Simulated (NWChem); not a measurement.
Total energies of Al₂

```xyz
2

Al     0.0000     0.0000     1.2411
Al     0.0000     0.0000    -1.2411
```
Charge 0, spin multiplicity 3.

Everything below was run with NWChem. The geometry was optimised at UPBE0/def2-SVP, a minimum by its harmonic frequencies.

Basis set: def2-TZVP (74 functions).

| method | total energy (Ha) |
|---|---|
| UHF | -483.76480 |
| UMP2 | -483.86589 |
| UB2PLYP | -484.54172 |
| UPBE | -484.51697 |
| UB3LYP | -484.82064 |
| ULC-wPBE (omega 0.3 per bohr) | -484.52996 |

Total energies of different functionals aren't comparable as a measure of quality: only differences taken within one method are. 

The correlated methods keep 10 core orbitals frozen. B3LYP has NWChem's definition, with VWN1-RPA local correlation. This spin state was chosen for the runs; another may lie lower. The structure started from a generated list of species. The unpaired electrons of the parent sit in orbitals of symmetry b2u and b3u (D2h labels of the run); other states weren't searched. The stability of the SCF solutions was not checked. Open-shell Hartree-Fock references start from PBE0 orbitals.
